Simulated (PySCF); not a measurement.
The PySCF input:
```python
from pyscf import gto, scf, dft

mol = gto.M(
    atom='''
Te   -0.011706    0.011960    0.614308
Cl    1.114639    1.323798   -0.944761
Cl   -1.078834   -1.360381   -0.934299
''',
    basis='sto-3g',
    charge=0,
    spin=0,
    verbose=4,
)

mf = dft.RKS(mol)
mf.xc = 'b3lyp'
mf.kernel()
```

### Question
Estimate the HOMO-LUMO gap that B3LYP/STO-3G in PySCF returns for this input.

### Answer
4.18 eV

### Question
What is the computed Mulliken (on the basis functions themselves) charges in atom order (B3LYP/STO-3G)?

### Answer
Te1 0.47, Cl2 -0.23, Cl3 -0.23

### Question
What number of basis functions does B3LYP/STO-3G give?

### Answer
45

### Question
Give the total energy at the level B3LYP/STO-3G.

### Answer
-7459.6349 Eh

### Question
What is the computed HOMO energy (B3LYP/STO-3G)?

### Answer
-4.78 eV
